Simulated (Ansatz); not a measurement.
C3H7O (SMILES [CH2]COC), doublet, geometry from GFN2-xTB; SVWN5/6-311+G(2d,p) (Ansatz, a first-principles code).

Here is a job for Ansatz.
Ansatz 0.2 input:
```yaml
crystal:
  periodic: [false, false, false]
  atoms:
    - {symbol: O, position_ang: [-0.04888471, -0.67223206, 0.06807397]}
    - {symbol: C, position_ang: [-0.05570954, 0.72754744, -0.05659302]}
    - {symbol: C, position_ang: [1.22552848, -1.23619647, -0.08169678]}
    - {symbol: C, position_ang: [-1.41454210, 1.25589409, 0.10965413]}
    - {symbol: H, position_ang: [0.63394195, 1.17647237, 0.69219054]}
    - {symbol: H, position_ang: [0.36058092, 1.02033849, -1.04593889]}
    - {symbol: H, position_ang: [1.10629343, -2.31142651, 0.03364220]}
    - {symbol: H, position_ang: [1.64551219, -1.02047035, -1.07312140]}
    - {symbol: H, position_ang: [1.92143774, -0.86287170, 0.68131421]}
    - {symbol: H, position_ang: [-2.22288454, 0.58182199, 0.29733567]}
    - {symbol: H, position_ang: [-1.58546504, 2.31052188, 0.04179988]}
basis:
  gaussian:
    orbitals: 6-311+G_2d_p_.json
hamiltonian:
  xc: {name: SVWN5}
magnetization: {spin_polarized: true, initial_magnetization: 1}
```
The basis file holds 6-311+G(2d,p) in the JSON format of the Basis Set Exchange.

Problem. Predict the main parts of the log of this Ansatz run.

Solution. 
```
Functional definition: SVWN5
1072 factors; their error is unknown
mean field evaluation 1: about -5213.1701 eV, gradient 5.2e1 eV
mean field evaluation 2: about -5187.5168 eV, gradient 8.8e1 eV
mean field evaluation 4: about -5225.9892 eV, gradient 8.6e0 eV
mean field evaluation 8: about -5226.2409 eV, gradient 1.3e-1 eV
mean field evaluation 16: about -5226.2052 eV, gradient 9.5e-5 eV
mean field -5226.20518495 eV, -192.0594980979 hartree, gradient 2.8e-5 eV, S^2 0.752218; 0 other end points of the search recorded, 0 dependent functions left out
reference -5226.20525135 eV, -192.0595005381 hartree; 17, 16 occupied and 133, 134 virtual orbitals, 1072 factors
Total energy: -5226.20525135 eV, -192.0595005381 hartree
```
